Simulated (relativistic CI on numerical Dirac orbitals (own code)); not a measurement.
Electric-dipole transitions in Ho XXXIX

Calculated at this level of theory: Dirac-Coulomb-Breit CI, KLI orbitals optimised for each configuration, a model potential for QED, unscaled Slater integrals (own radial code, finite nucleus).

Configurations in the expansion (outside the closed core [Ar]): 3d10 4s, 3d10 4p, 3d10 4d, 3d10 4f, 3d10 5s, 3d10 5p, 3d10 5d, 3d10 5f, 3d10 5g, 3d9 4p2, 3d10 6s, 3d10 6p, 3d10 6d, 3d8 4s 4p2, 3d9 4s2, 3d9 4p 4d. Levels of other configurations are missing.

```csv
λ vac (Å),Lower,Upper,A (s⁻¹),gf,Branching (%)
9.4657,3d10 4p 2P°_3/2 [3],3d9 4p2 2D_5/2 [44],5.10e+12,4.11e-01,n/a
17.487,3d10 4p 2P°_3/2 [3],3d10 5d 2D_5/2 [12],2.90e+12,7.99e-01,84.5
19.322,3d10 4d 2D_3/2 [4],3d10 5f 2F°_5/2 [13],5.28e+12,1.77e+00,91.8
19.655,3d10 4d 2D_5/2 [5],3d10 5f 2F°_7/2 [14],5.75e+12,2.66e+00,98.8
21.531,3d10 4p 2P°_3/2 [3],3d10 5s 2S_1/2 [8],3.59e+12,4.98e-01,71.6
23.713,3d10 4f 2F°_5/2 [6],3d10 5g 2G_7/2 [15],1.08e+13,7.32e+00,96.3
23.810,3d10 4f 2F°_7/2 [7],3d10 5g 2G_9/2 [16],1.12e+13,9.51e+00,99.9
24.685,3d10 4d 2D_5/2 [5],3d10 5p 2P°_3/2 [10],1.41e+12,5.13e-01,48.5
34.336,3d10 5p 2P°_3/2 [10],3d10 6d 2D_5/2 [21],6.94e+11,7.36e-01,20.6
43.108,3d10 5p 2P°_3/2 [10],3d10 6s 2S_1/2 [17],1.33e+12,7.39e-01,29.6
48.072,3d10 5d 2D_5/2 [12],3d10 6p 2P°_3/2 [19],6.54e+11,9.07e-01,23.1
64.636,3d9 4p2 4F_3/2 [25],3d9 4p 4d 2D°_3/2 [77],5.27e+11,1.32e+00,n/a
64.783,3d9 4p2 2D_5/2 [24],3d9 4p 4d 2D°_5/2 [59],6.21e+11,2.34e+00,n/a
65.455,3d9 4p2 2D_5/2 [24],3d9 4p 4d 2F°_7/2 [58],6.15e+11,3.16e+00,n/a
65.557,3d9 4p2 4F_3/2 [25],3d9 4p 4d 4G°_5/2 [75],6.04e+11,2.33e+00,n/a
65.905,3d9 4p2 4D_7/2 [26],3d9 4p 4d 2G°_9/2 [88],2.02e+11,1.31e+00,n/a
66.026,3d9 4p2 2D_5/2 [24],3d9 4p 4d 4P°_3/2 [57],5.50e+11,1.44e+00,n/a
66.173,3d10 4p 2P°_1/2 [2],3d10 4d 2D_3/2 [4],4.69e+11,1.23e+00,93.9
66.234,3d9 4p2 2G_7/2 [37],3d9 4p 4d 2H°_9/2 [128],5.91e+11,3.89e+00,n/a
66.432,3d9 4p2 2G_9/2 [29],3d9 4p 4d 4G°_11/2 [91],5.99e+11,4.75e+00,n/a
66.434,3d9 4p2 2F_7/2 [33],3d9 4p 4d 4F°_9/2 [97],4.25e+11,2.81e+00,n/a
66.631,3d9 4p2 4D_7/2 [26],3d9 4p 4d 4P°_5/2 [83],3.46e+11,1.38e+00,n/a
82.676,3d9 4p2 2F_7/2 [42],3d9 4p 4d 2G°_9/2 [115],3.67e+11,3.76e+00,n/a
82.727,3d9 4p2 2F_5/2 [50],3d9 4p 4d 2G°_7/2 [144],4.02e+11,3.30e+00,n/a
82.934,3d10 4d 2D_3/2 [4],3d10 4f 2F°_5/2 [6],2.28e+11,1.41e+00,94.8
84.133,3d9 4p2 2F_7/2 [49],3d9 4p 4d 2H°_9/2 [142],4.61e+11,4.90e+00,n/a
84.229,3d9 4p2 4F_9/2 [41],3d9 4p 4d 2H°_11/2 [112],4.59e+11,5.86e+00,n/a
87.404,3d9 4p2 2D_5/2 [46],3d9 4p 4d 2D°_5/2 [118],2.80e+11,1.93e+00,n/a
88.090,3d10 4s 2S_1/2 [1],3d10 4p 2P°_3/2 [3],2.08e+11,9.67e-01,100.0
88.187,3d9 4p2 4F_5/2 [36],3d9 4p 4d 2G°_7/2 [80],1.81e+11,1.69e+00,n/a
88.379,3d10 4p 2P°_3/2 [3],3d10 4d 2D_5/2 [5],2.46e+11,1.73e+00,100.0
88.455,3d9 4p2 4D_7/2 [26],3d9 4p 4d 4F°_9/2 [61],2.08e+11,2.44e+00,n/a
88.742,3d10 4d 2D_5/2 [5],3d10 4f 2F°_7/2 [7],2.00e+11,1.89e+00,100.0
90.785,3d9 4p2 2G_7/2 [37],3d9 4p 4d 4H°_9/2 [79],1.33e+11,1.65e+00,n/a
90.887,3d9 4p2 2G_9/2 [29],3d9 4p 4d 4H°_11/2 [63],1.34e+11,1.99e+00,n/a
140.62,3d10 5p 2P°_1/2 [9],3d10 5d 2D_3/2 [11],1.42e+11,1.69e+00,4.7
185.83,3d10 5s 2S_1/2 [8],3d10 5p 2P°_3/2 [10],6.14e+10,1.27e+00,2.1
186.55,3d10 5p 2P°_3/2 [10],3d10 5d 2D_5/2 [12],7.61e+10,2.38e+00,2.2
186.64,3d10 5d 2D_3/2 [11],3d10 5f 2F°_5/2 [13],7.03e+10,2.20e+00,1.2
199.75,3d10 5d 2D_5/2 [12],3d10 5f 2F°_7/2 [14],6.18e+10,2.96e+00,1.1
255.43,3d10 6p 2P°_1/2 [18],3d10 6d 2D_3/2 [20],5.40e+10,2.11e+00,1.8
337.24,3d10 6s 2S_1/2 [17],3d10 6p 2P°_3/2 [19],2.30e+10,1.57e+00,0.8
337.65,3d10 6p 2P°_3/2 [19],3d10 6d 2D_5/2 [21],2.92e+10,3.00e+00,0.9
404.25,3d10 5f 2F°_5/2 [13],3d10 5g 2G_7/2 [15],4.64e+09,9.10e-01,0.0
418.14,3d10 5f 2F°_7/2 [14],3d10 5g 2G_9/2 [16],4.35e+09,1.14e+00,0.0
```

Terms are leading LS components. Brackets give the number of a level in order of energy, since labels repeat. The list gives strong lines, with weight on those to low levels, without lines whose two gauges differ by over a factor of 2.5, among the lowest 147 of 358 levels, so that lines to higher ones, which can be the strongest, are missing. Levels whose partners in the same complex of configurations lie outside the list can be far off, and so can their lines. Rates are taken at the computed energies, electric ones in the length gauge.

At this charge energies of transitions that change n are usually good to better than 1 %, and those within a shell (Δn = 0) to a few per cent.

LS names give the leading component of a level, which can be under half, so a name can repeat, a term be missing and a line seem to break the LS rules.
